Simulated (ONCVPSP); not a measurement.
**K: variants of one ONCV potential**

Base potential:

- Element: K
- Generator: ONCVPSP 4.0.1
- Type: optimised norm-conserving Vanderbilt (ONCV)
- Functional: Wu-Cohen
- Relativity: scalar-relativistic
- Frozen core: [Ne]
- Valence charge: 9
- Reference configuration: 3s2 3p6 4s1
- Partial waves: 3s+4s: rc 1.90 bohr, ncon 4, nbas 7, qcut 4.9 1/bohr, 2 projectors; 3p: rc 1.30 bohr, ncon 3, nbas 7, qcut 5.3 1/bohr, 1 projector; d scattering state at 0.08 Ha: rc 2.00 bohr, ncon 3, nbas 7, qcut 5.3 1/bohr, 2 projectors, debl 3.8 Ha
- Local potential: polynomial inside 1.10 bohr (lpopt 5, dvloc0 0 Ha)
- Core correction: polynomial model core, fcfact 0.5

All-electron outer shells of the reference configuration (Wu-Cohen, scalar-relativistic, ld1.x):

| shell | level (eV) | outermost node (bohr) | outermost maximum (bohr) |
| --- | --- | --- | --- |
| 2p | -280.21 | – | 0.26 |
| 3s | -35.33 | 0.48 | 1.07 |
| 3p | -18.86 | 0.45 | 1.15 |
| 4s | -2.27 | 1.58 | 4.29 |

Cutoffs, loose and tight: the cutoffs (Ha) at which the residual kinetic energy of the hardest occupied pseudo-wave falls to 1 and 0.1 mHa per electron. They do not see the model core or the augmentation charge, which bear on the density cutoff. Test errors are all-electron minus pseudo excitation energies from the reference, over the configurations 3s2 3p6 4s0; 3s2 3p6 4s0.5; 3s2 3p6 4s0 4p1; 3s2 3p5 4s1. A dash means not determined; rows that change the core or the reference have their own tests.

For the base: The cutoffs count occupied waves only; projector 2 of the d channel, the hardest unoccupied one, needs 65 Ha at the loose tolerance.

```tsv
change	outcome	cutoff, loose	cutoff, tight	bound ghosts	GHOST(+) flags above zero	largest test error (meV)
base	generated	11 Ha	30 Ha	none	none	+17
all radii but the core radius scaled by about 0.78 (s 1.48, p 1.02, d 1.56 bohr); local potential polynomial inside 0.86 bohr (lpopt 5, dvloc0 0 Ha)	generated	42 Ha	107 Ha	none	s	+11
all radii but the core radius scaled by about 1.07 (s 2.02, p 1.38, d 2.14 bohr); local potential polynomial inside 1.18 bohr (lpopt 5, dvloc0 0 Ha)	generated	11 Ha	15 Ha	none	none	+18
all radii but the core radius scaled by about 1.10 (s 2.08, p 1.42, d 2.20 bohr); local potential polynomial inside 1.20 bohr (lpopt 5, dvloc0 0 Ha)	generated	11 Ha	14 Ha	none	none	+18
all radii but the core radius scaled by about 1.19 (s 2.26, p 1.54, d 2.38 bohr); local potential polynomial inside 1.30 bohr (lpopt 5, dvloc0 0 Ha)	generated	11 Ha	14 Ha	none	none	+19
all radii but the core radius scaled by about 1.24 (s 2.36, p 1.62, d 2.48 bohr); local potential polynomial inside 1.36 bohr (lpopt 5, dvloc0 0 Ha)	generated	11 Ha	14 Ha	none	none	+19
all radii but the core radius scaled by about 1.33 (s 2.52, p 1.72, d 2.66 bohr); local potential polynomial inside 1.46 bohr (lpopt 5, dvloc0 0 Ha)	generated	11 Ha	14 Ha	none	none	+21
```

Question: What comes out with this change to the base: all radii but the core radius scaled by about 0.85 (s 1.62, p 1.12, d 1.70 bohr); local potential polynomial inside 0.94 bohr (lpopt 5, dvloc0 0 Ha)?

Answer: outcome: generated; cutoff, loose: 20 Ha; cutoff, tight: 110 Ha; bound ghosts: none; GHOST(+) flags above zero: s; largest test error (meV): +14.

Question: What comes out with this change to the base: all radii but the core radius scaled by about 0.93 (s 1.78, p 1.22, d 1.86 bohr); local potential polynomial inside 1.02 bohr (lpopt 5, dvloc0 0 Ha)?

Answer: outcome: generated; cutoff, loose: 12 Ha; cutoff, tight: 65 Ha; bound ghosts: none; GHOST(+) flags above zero: s; largest test error (meV): +16.

Reading the sweep of the scale of all radii but the core radius (base = 1) (base included, trends over the rows without a ghost): The loose cutoff falls from 42 Ha at 0.78 to 11 Ha at 1.33. A larger radius leaves more room for a smooth pseudo-wave, so fewer plane waves are needed; a smaller one forces it to follow the all-electron wave where it bends sharply. The median size of the test errors (rows with all tests solved) stays near 1.0 meV.
